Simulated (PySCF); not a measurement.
**UHF on Mo (molybdenum, neutral)**

Configuration: [Kr] 4d4 5s2, high-spin 5D determinant (an excited configuration). Calculation: PySCF 2.14, in aug-cc-pwCVTZ-PP with ECP28MDF (8s8p7d4f3g, 122 functions); scalar relativity through the core potential.

```
Total energy                                                  : -67.264634 hartree
One-electron energy                                           : -114.9315 hartree
Hartree (Coulomb) energy                                      : 54.8562 hartree
Exchange energy                                               : -7.1894 hartree
⟨S²⟩                                                          : 6.0327
⟨L²⟩                                                          : 6.106
Sum of ⟨r⟩                                                    : 24.35 bohr
Sum of ⟨r²⟩                                                   : 60.29 bohr²
Traceless quadrupole moment −½Σ⟨3z² − r²⟩ along its main axis : 0.0903 e·bohr²
Time after the integrals                                      : about 6 core-seconds
```

```
shell  electrons  mean orbital energy (hartree)  spread (hartree)  rms radius, mean of both spins (bohr)
 4s α          1                       -3.13661                 0                                   1.19
 4s β          1                       -2.93075                 0                                   1.19
 4p α          3                       -2.01164           0.03604                                   1.33
 4p β          3                       -1.74081           0.04901                                   1.33
 4d α          4                       -0.45034           0.04405                                   1.95
 5s α          1                       -0.26511                 0                                   3.98
 5s β          1                       -0.20664                 0                                   3.98
```

Energies and moments cover only the electrons outside the core potential.
